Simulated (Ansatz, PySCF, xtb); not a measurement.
Bond stretch in SiNa (anion, charge -1), lowest triplet found (which spin is the ground state isn't settled by this scan).

Levels: ROCCSDT = CCSDT on ROHF/aug-cc-pVDZ, frozen core in Ansatz (a program for electronic structure); ROMP2 = MP2 on ROHF/aug-cc-pVDZ, frozen core (Ansatz); GFN1-xTB (xtb); ROCCSD(T) = Ansatz with CCSD(T) on ROHF/aug-cc-pVDZ, frozen core; UKS-B3LYP/6-31G* = unrestricted B3LYP/6-31G*, spherical d (PySCF).

Energies are in eV, each relative to the lowest point of its own curve between 2.41 and 3.46 Å, where full CI is lowest.

```
R / Å  ROCCSDT       ROMP2    GFN1-xTB  ROCCSD(T)  UKS-B3LYP/6-31G*
-----  -------  ----------  ----------  ---------  ----------------
1.99     2.409       2.308       2.458      2.410             2.082
2.16     1.327       1.231       0.752      1.326             1.098
2.28     0.832       0.741       0.251      0.829        (withheld)
2.41     0.472       0.391       0.036      0.469             0.343
2.53     0.257       0.190       0.000      0.254        (withheld)
2.61     0.159       0.103       0.025      0.157        (withheld)
2.73     0.065       0.028       0.104      0.063             0.025
2.80     0.032       0.007       0.164      0.031             0.007
2.87     0.012       0.000       0.231      0.011             0.000
2.99     0.000       0.012       0.355      0.000             0.008
3.15     0.017       0.063       0.530      0.018             0.046
3.31     0.059       0.137       0.704      0.060             0.100
3.46     0.110  (withheld)       0.864      0.112             0.159
3.75     0.224       0.385       1.158      0.226             0.276
4.03     0.335       0.539       1.420      0.336             0.380
4.45     0.484       0.742       1.783      0.483             0.511
4.88     0.607       0.910       2.121      0.603             0.611
5.51     0.733       1.092       2.560      0.728             0.706
6.04         —       1.199       2.882      0.798             0.752
6.92         —           —       3.336          —             0.788
8.04         —           —  (withheld)          —             0.794
9.36         —           —       4.222          —        (withheld)
```

Q: Some entries are withheld; supply them.

A: 
- 2.28, UKS-B3LYP/6-31G*: 0.656
- 2.53, UKS-B3LYP/6-31G*: 0.165
- 2.61, UKS-B3LYP/6-31G*: 0.090
- 3.46, ROMP2: 0.218
- 8.04, GFN1-xTB: 3.798
- 9.36, UKS-B3LYP/6-31G*: 0.776

Dashes: no converged value, or the column stops at the first point that the program doubted or that broke a chosen test of continuity, which isn't proof of a fault.

The T1 diagnostic of CCSD on the restricted reference of ROCCSDT, ROMP2, ROCCSD(T) exceeds 0.045 at 1.99 to 6.04 Å. Where the anion isn't bound against loss of the electron, the finite basis alone holds it. The unrestricted determinant behind UKS-B3LYP/6-31G* is spin-contaminated at 1.99 to 9.36 Å (<S²> up to 2.7, against 2.00 for a pure triplet).
